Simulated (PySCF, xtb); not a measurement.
Se(Me)(SMe) (C2H6SSe), SMILES [Se](SC)C.

GFN2-xTB (xtb) at its own geometry gives an orbital gap of 3.64 eV and a dipole moment of 2.73 D.

The structure is a stationary point at ωB97X-D3(BJ)/def2-SVP. Other conformers were not sampled.

Problem. What does PySCF with M06-2X/def2-TZVP give? (An estimate is asked for; the answer gives what the named calculation found.)

Solution. gap 7.80 eV (levels -7.63 and 0.17 eV), dipole 1.98 D.
